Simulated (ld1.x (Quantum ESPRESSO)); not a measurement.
# Plane-wave convergence, RRKJ potential for V (Z = 23)

V, norm-conserving RRKJ (Kleinman–Bylander form), made with ld1.x (Quantum ESPRESSO) 7.5 (PW91, scalar-relativistic). Core [Ar], reference 3d4 4s1 4p0. Waves: 4p (bound, empty): rc 2.70 bohr; 3d (bound): rc 1.75 bohr; 4f channel at 0.25 Ry: rc 2.45 bohr; 4s (bound): rc 2.15 bohr. Local part: the s channel. Core correction: none. rho0 = 0.005.

The pseudo-atom Hamiltonian at the reference potential is diagonalised in spherical Bessel functions j_l(qr) that vanish at 20 bohr, with q² up to the cutoff. All-electron valence levels (Ry): 4p -0.0800, 3d -0.1823, 4s -0.2875.

Question: How do the lowest levels (Ry) of each channel move with the cutoff, and are there ghosts?

Answer:

```tsv
cutoff (Ry)	p #1	p #2	d #1	f #1	f #2	s #1	s #2	Σ f·Δε (mRy)
8	-0.0799	0.0525	0.0454	0.1081	0.2183	-0.2818	0.0025	916.4
15	-0.0800	0.0525	0.0450	0.1081	0.2183	-0.2864	0.0017	910.5
25	-0.0800	0.0525	0.0406	0.1081	0.2183	-0.2870	0.0016	892.2
45	-0.0800	0.0525	-0.1692	0.1081	0.2183	-0.2874	0.0016	52.4
60	-0.0800	0.0525	-0.1820	0.1081	0.2183	-0.2875	0.0015	1.1
90	-0.0800	0.0525	-0.1823	0.1081	0.2183	-0.2875	0.0015	0.1
400	-0.0800	0.0525	-0.1823	0.1081	0.2183	-0.2875	0.0015	0.0
```

Result: no extra level below or beside the all-electron valence levels (p, d, f, s tested); 10 mRy is reached at 50 Ry and 1 mRy at 70 Ry.
